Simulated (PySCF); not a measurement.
# Calculated NMR data

Calculated, not measured (PySCF 2.14.0 with density-fitted response routines): GIAO PBE0/pcSseg-1 shieldings, coordinates at the GFN2-xTB level. Rapidly exchanging positions averaged, non-relativistic Hamiltonian, one computed conformer, isolated molecule.

Referencing at the same level of theory: ¹H, ¹³C vs TMS. Splittings of carbon signals by F and P are missing where no couplings were computed. Where no couplings were computed, multiplicities follow the n + 1 count of equivalent neighbours, and m marks all less simple cases (inequivalent or close neighbours, rings, F or P nearby). Shifts are as computed. Against solution values, carbons near 30 ppm lie about +3 ppm off and those near 130 ppm about +5 ppm. Of 1211 compounds with measured shifts, 218 miss one by over three times the rms of a fit or turn the order of signals round; such compounds aren't used in these exercises.

**1.** `C[Si](C)(C)n1ccnn1`, C$_{5}$H$_{11}$N$_{3}$Si. ¹H NMR (500 MHz, computed): δ 7.91 (m, 1H), 7.63 (m, 1H), 0.54 (s, 9H). ¹³C{¹H} NMR (computed): δ 137.9 (CH), 132.0 (CH), 0.5 (CH3).

**2.** SMILES C1(c2c(C)cncp2)CC1, C$_{8}$H$_{10}$NP. ¹H NMR (500 MHz, computed): δ 10.46 (m, 1H), 8.85 (m, 1H), 2.56 (s, 3H), 2.19 (m, 1H), 1.55 (m, 2H), 1.16 (m, 2H). ¹³C{¹H} NMR (computed): δ 200.3, 188.7, 153.7, 133.3, 24.5, 22.1, 20.1.

**3.** `CC1=C(F)C=C[SiH2]1`, C$_{5}$H$_{7}$FSi. ¹H NMR (500 MHz, computed): δ 7.06 (m, 1H), 6.14 (m, 1H), 4.59 (m, 2H), 2.10 (s, 3H). ¹³C{¹H} NMR (computed): δ 174.4 (C), 153.6 (CH), 131.8 (CH), 115.1 (C), 13.4 (CH3).

**4.** 1-trimethylsilyl-1,2,4-triazole (SMILES C[Si](C)(C)n1cncn1). ¹H NMR (500 MHz, computed): δ 8.17 (m, 1H), 7.97 (m, 1H), 0.49 (s, 9H). ¹³C{¹H} NMR (computed): δ 159.1 (CH), 151.9 (CH), 0.1 (CH3).
